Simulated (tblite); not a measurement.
Species: C₃H₇FO₂S.
Bonds: C1–S2, S2–O3 (double), S2–O4 (double), S2–C5, C5–C6, C6–F7. Hydrogens: H8, H9, H10 on C1; H11, H12 on C5; H13, H14 on C6.

Computed with GFN2-xTB (tblite), gas phase: nudged elastic band of 9 images (0 to 8), spring 0.2 eV/Å², climbing image at the end, force threshold 0.05 eV/Å. No saddle search or frequency run followed, so the top image need not be a first-order saddle, and its height can exceed the method's true barrier by a kcal/mol or more.

The band describes a rotation about C5–S2 (sp3 carbon bound to sulfur, sulfonyl sulfur), followed by the dihedral C6–C5–S2–C1, from the optimised start (74°) to a second optimised geometry at -165°.

Task: Give the energy profile along the converged band.

Result: 
```
image  dihedral (°)  E (eV)  C5–S2 (Å)  C6···C1 (Å)  largest true force (eV/Å)
    0            74   0.000      1.835         3.42                       0.01
    1            89   0.025      1.840         3.60                       0.05
    2           105   0.080      1.845         3.78                       0.05
    3           120   0.136      1.847         3.94                       0.05
    4           135   0.173      1.846         4.06                       0.05
    5           150   0.186      1.842         4.15                       0.04
    6           165   0.179      1.838         4.20                       0.05
    7           180   0.164      1.837         4.21                       0.05
    8          -165   0.153      1.836         4.19                       0.01
```

Barriers of this band. The top is image 5 at 150°: 0.186 eV forward and 0.033 eV back; the end lies 0.153 eV above the start. The central bond is 0.007 Å longer at the top than at the start.

Task: What rate follows at 298 K for crossing this barrier forward?

Result: Taking the electronic barrier for the free energy of activation (no zero-point or entropy terms, transmission 1), rate = (kT/h)·exp(−ΔE/kT) ≈ 5 × 10^9 s⁻¹, whose inverse is 2 × 10^-10 s. An error of 1 kcal/mol in the barrier changes this by a factor of 5, and the method and the loose band can each miss by that much or more.

Task: How would the two end points share their population at 298 K, from these energies alone?

Result: exp(−ΔE/kT) with ΔE = 0.153 eV gives 0.0026 for the higher one (end) against 1 for the lower, without vibrational, rotational or degeneracy terms.

What follows is the cost of the whole band run. On one thread of an Arm Neoverse V1, shared host with 32 logical CPUs at a one-minute load of 24, this took 2.5 s and 0.18 GiB of memory at its peak.
